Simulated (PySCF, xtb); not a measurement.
I3Sb, SMILES [I][Sb+]([I])[I], charge +1, multiplicity 2.

Harmonic wavenumbers (cm⁻¹) from GFN2-xTB run with xtb at its own minimum, in rising order: 47, 47, 54, 166, 181, 181.

Q: What does PySCF with PBE0-D3(BJ)/def2-SVP give at its own minimum? (The exact figures need the calculation; the answer reports its results.)

A: 54, 54, 69, 178, 219, 219. Paired by order, the mean absolute difference is 19 cm⁻¹ and the zero-point energies are 1.0 and 1.1 kcal/mol.
